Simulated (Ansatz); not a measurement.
`[NH]=[Mo](=[NH])([F])[Cl]` + `CN(C)BN` → `[NH]=[Mo](=[NH])([NH2])[Cl]` + `CN(C)BF`  (redistribution)

Computed with Ansatz on PBE0-D4/def2-TZVP structures; ΔE is electronic, products minus reactants. CCSD(T)/CBS is the MP2 limit (def2-TZVPP, def2-QZVPP) plus CCSD(T) − MP2 in def2-TZVPP, frozen cores. DFT in def2-TZVPP. def2 core potentials past Kr. For Mo outer-core shells are correlated without core-valence functions, which leaves a few kJ/mol of doubt a bond. One conformer a species, not always the lowest.

`[NH]=[Mo](=[NH])([F])[Cl]`:

```xyz
7

N     0.189    1.277   -0.711
Mo   -0.484   -0.170   -0.089
N     0.596   -0.820    1.071
F    -2.089    0.232    0.750
Cl   -0.615   -1.652   -1.803
H     0.931    1.960   -0.794
H     1.472   -0.829    1.576
```

`CN(C)BN`:

Z-matrix (Å, degrees):
```
C
N 1 1.437
H 1 1.098 2 111.3
H 1 1.090 2 111.4 3 120.0
H 1 1.098 2 111.4 3 -119.8
C 2 1.439 1 113.2 3 59.2
B 2 1.411 1 124.8 3 -121.1
H 6 1.099 2 111.4 1 -59.8
H 6 1.089 2 109.9 1 -179.9
H 6 1.099 2 111.5 1 60.0
N 7 1.411 2 124.4 1 0.0
H 7 1.200 2 117.8 1 180.0
H 11 1.004 7 125.6 2 -0.2
H 11 1.003 7 121.0 2 179.9
```

`[NH]=[Mo](=[NH])([NH2])[Cl]`:

Cartesian coordinates in Å:
```
N 1.017 -1.241 -0.646
Mo 0.377 0.094 0.236
N 0.358 1.541 -0.699
N -1.452 -0.332 0.667
Cl 1.671 0.437 2.097
H 1.468 -1.680 -1.437
H 0.570 2.106 -1.510
H -2.197 0.348 0.630
H -1.812 -1.274 0.661
```

`CN(C)BF`:

```xyz
12

C    -0.309   -0.022   -1.328
N     0.118    0.115    0.042
C    -0.537   -0.781    0.966
B     1.084    1.038    0.428
F     1.448    1.127    1.716
H    -1.383    0.172   -1.426
H     0.230    0.686   -1.957
H    -0.117   -1.035   -1.701
H    -1.621   -0.617    0.965
H    -0.357   -1.826    0.689
H    -0.161   -0.619    1.974
H     1.605    1.763   -0.368
```

CCSD(T)/CBS gives -2.2 kcal/mol.

Another level gave +1.1 kcal/mol. Which?
A. SCS-MP2/def2-TZVPP
B. CAM-B3LYP/def2-TZVPP
C. BHLYP/def2-TZVPP
D. revPBE-D4/def2-TZVPP

D. revPBE-D4 1.1, CAM-B3LYP 0.1, SCS-MP2/def2-TZVPP -2.6, BHLYP -1.0 kcal/mol.

What do rigid-rotor, harmonic-oscillator terms from PBE0-D4/def2-TZVP frequencies (298.15 K, 1 bar) make of the CCSD(T)/CBS value? (Estimate.)

The calculation gave: ΔZPE = -0.2 kcal/mol, ΔH = -2.5 kcal/mol, ΔS = -9 J/(mol·K), ΔG = -1.8 kcal/mol.

Largest T1 diagnostic among the species: 0.021, so the coupled-cluster value is less sure than usual.

Leaving LDA and LC-ωPBE aside and taking each functional with its dispersion term where it has one, the values, not all of them listed here, spread over 2.7 kcal/mol, from BHLYP-D4 to revPBE-D4. From BLYP to BHLYP (50 % exact exchange), in def2-TZVPP and without D4, ΔE moves by −1.8 kcal/mol.
